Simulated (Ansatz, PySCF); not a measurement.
Noncovalent pair: H2O (SMILES O) (first 3 atoms) with C4H6 (SMILES C=CC=C); geometry from B3LYP-D3(BJ)/def2-TZVP, rigid monomers moved along the line of their centres of mass till H2···C5 is 3.07 Å.
(charge 0, multiplicity 1):
```xyz
13

O      0.01109    -0.48708    -0.14963
H     -0.72462    -0.57597     0.46703
H      0.73592    -0.17960     0.40665
C     -1.69789    -0.58629     3.52522
C     -0.73601     0.32993     3.39511
C      0.68442     0.03285     3.46571
C      1.64690     0.93792     3.27577
H     -1.46222    -1.62846     3.70721
H     -2.74500    -0.32320     3.46145
H     -1.00429     1.36656     3.21201
H      0.95244    -0.99888     3.67501
H      2.69410     0.67368     3.33290
H      1.41146     1.97455     3.06424
```

Monomers are frozen at their geometry in the pair; levels with a basis set take the counterpoise correction.

Correlated levels freeze the cores.

The values were computed with Ansatz (a program for electronic structure) with Gaussian orbitals; PySCF for the dispersion terms. Values without a source in brackets are computed.

PBE/def2-TZVPPD gives -2.02 kcal/mol for the interaction energy.

Question: How do the other levels lie against it? Give each less PBE: PBE-D3(BJ)/def2-TZVPPD, r2SCAN/def2-TZVPPD, B3LYP/def2-TZVPPD, wB97M-V/def2-TZVPPD, MP2/aug-cc-pVDZ.

Answer: PBE-D3(BJ)/def2-TZVPPD -0.95; r2SCAN/def2-TZVPPD -0.52; B3LYP/def2-TZVPPD 0.61; wB97M-V/def2-TZVPPD -0.69; MP2/aug-cc-pVDZ -0.47 kcal/mol. 1 of 5 lie above PBE; the widest gap is to PBE-D3(BJ)/def2-TZVPPD.
